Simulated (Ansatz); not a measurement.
Stepwise reaction of `[OH][Sc]([F])[F]` with ammonia, as a gas-phase model of exchange steps in deposition or etching. ΔE in kJ/mol; ΔG adds harmonic PBE0-D4 terms to CCSD(T)/CBS, at 1 bar.

Calculated with Ansatz (gas phase, PBE0-D4/def2-TZVP geometries, no zero-point term in ΔE). CCSD(T)/CBS is the MP2 limit (def2-TZVPP, def2-QZVPP) plus CCSD(T) − MP2 in def2-TZVPP, frozen cores. This one scheme is used for every species. DFT in def2-TZVPP. B3LYP here is the variant with VWN-RPA as its local correlation; programs differ in this. For Sc outer-core shells are correlated without core-valence functions, which leaves a few kJ/mol of doubt a bond. Scalar relativity is left out up to krypton. One conformer a species, not always the lowest.

```
step                                                   reaction  PBE-D4  B3LYP-D4  ωB97M-V  CCSD(T)/CBS  ΔG(600 K)
   1      `[OH][Sc]([F])[F]` + NH₃ → `[NH2][Sc]([OH])[F]` + H–F   123.1     124.6    125.2        115.9      111.8
   2  `[NH2][Sc]([OH])[F]` + NH₃ → `[NH2][Sc]([NH2])[OH]` + H–F   137.0     137.4    137.1        125.8      120.2
```

Problem. By hand: ΔE of the 2 steps together at CCSD(T)/CBS.

Solution. (115.9) + (125.8) = 241.7 kJ/mol, or 120.8 kJ/mol a step.

In ΔE each step is higher than the one before. All are uphill at CCSD(T)/CBS. ΔG lies between 111.8 and 120.2 kJ/mol a step. PBE-D4 differs from CCSD(T)/CBS by 7.2 to 11.2 kJ/mol a step. Isolated molecules leave out the surface, adducts and barriers. Largest T1 diagnostic: 0.017.
